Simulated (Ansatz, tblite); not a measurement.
Isomers of K4H5⁻ (singlet), found by a short tight-binding search and relaxed with PBE0-D4/def2-SVPD in Ansatz.

The xTB rows come from tblite. Correlated methods freeze 20 core orbitals; core or outer-core shells of K are correlated, in sets that lack core-valence functions.

Run but left out: HF/def2-TZVPD (A: restricted singlet, unstable towards broken spin symmetry).

A: The restricted singlet is unstable towards broken spin symmetry in Hartree–Fock (as tested in another run); at PBE-D4/def2-TZVPD, r2SCAN-D4/def2-TZVPD, B97M-V/def2-TZVPD, r2SCANh-D4/def2-TZVPD and others this wasn't settled. At PBE-D4/def2-TZVPD, r2SCAN-D4/def2-TZVPD, B97M-V/def2-TZVPD, r2SCANh-D4/def2-TZVPD and others the highest occupied level of the charge -1 singlet lies above zero (up to 0.65 eV). The electron is either unbound and held by the finite basis, or the level is raised by self-interaction error. At CCSD(T)/def2-TZVPD the restricted singlet (for correlated methods, its reference) is unstable: a solution with broken spin symmetry lies lower. C: At PBE-D4/def2-TZVPD the highest occupied level of the charge -1 singlet lies above zero (up to 0.03 eV). The electron is either unbound and held by the finite basis, or the level is raised by self-interaction error.

Other spin states weren't relaxed.

A:

```xyz
9

K     3.543    0.773    1.125
K    -0.952   -0.558   -1.503
K     3.116   -0.723   -2.759
K    -0.844    0.818    2.281
H    -3.761    0.309    2.073
H    -4.100    0.461    2.754
H     0.728   -1.106   -3.316
H     4.721    0.039   -1.064
H    -2.450   -0.014    0.410
```

B:

```
atom   x (Å)   y (Å)   z (Å)
  K1  -2.405  -1.095  -0.304
  K2  -0.392   0.115   2.635
  K3   0.391  -0.119  -2.627
  K4   2.405   1.107   0.299
  H5  -2.717  -0.961   2.262
  H6   2.718   0.955  -2.266
  H7   0.000   0.006   0.004
  H8  -1.956  -1.188  -2.851
  H9   1.957   1.181   2.847
```

C:

```tsv
atom	x (Å)	y (Å)	z (Å)
K1	-0.5284	-1.2940	1.2194
K2	0.9472	1.4833	-0.6197
K3	-2.6591	0.4064	-1.5009
K4	3.4871	-0.8315	1.5296
H5	-0.1377	-0.8178	-1.3589
H6	1.5698	-2.0584	2.4579
H7	-4.7325	0.6261	-2.7832
H8	-1.2827	1.2209	0.8018
H9	3.3364	1.2650	0.2540
```

Problem. Estimate their order by electronic energy at PBE0-D4/def2-TZVPD, counted from the lowest.

Solution. B (0.0) < A (12.0) < C (17.2), in kcal/mol.

Problem. Do the other levels pick the same lowest one?

Solution. Not GFN2-xTB. Energies above each level's lowest (kcal/mol):

| level | A | B | C |
| --- | --- | --- | --- |
| GFN1-xTB | 52.0 | 0.0 | 13.9 |
| GFN2-xTB | 79.7 | 21.9 | 0.0 |
| PBE-D4/def2-TZVPD | 10.5 | 0.0 | 16.5 |
| r2SCAN-D4/def2-TZVPD | 15.4 | 0.0 | 17.1 |
| B97M-V/def2-TZVPD | 23.3 | 0.0 | 17.0 |
| r2SCANh-D4/def2-TZVPD | 15.3 | 0.0 | 17.2 |
| PBE0-D4/def2-TZVPD | 12.0 | 0.0 | 17.2 |
| MP2/def2-TZVPD | 9.5 | 0.0 | 17.2 |
| CCSD/def2-TZVPD | 10.8 | 0.0 | 17.0 |
| CCSD(T)/def2-TZVPD | 9.7 | 0.0 | 17.0 |
Point groups (tolerance 0.1 Å): A not assigned, B D4h, C not assigned. Lower isomers may exist.
